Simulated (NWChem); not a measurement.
Species: CaClF; SMILES [Cl][Ca][F]

```xyz
3

Ca     0.1478     0.4729     0.0000
F     -0.6523     2.2570     0.0000
Cl     0.0091    -1.9885     0.0000
```
Atoms are numbered in this order, from 1.

All runs: NWChem. Pople sets run with spherical d functions. Coordinates come from a PBE0/def2-SVP optimisation. GIAO values for the isolated, static molecule; σ is the absolute isotropic shielding, δ = σ(reference) − σ with the isolated reference molecule computed at the same levels (19F: trichlorofluoromethane).

Task: Estimate the computed values for B3LYP/6-311G**. Quantities: σ Ca1 (ppm); δ F2 (ppm); σ Cl3 (ppm).

Result: 
```yaml
"σ Ca1 (ppm)": 1047.7
"δ F2 (ppm)": 104.0
"σ Cl3 (ppm)": 887.2
```
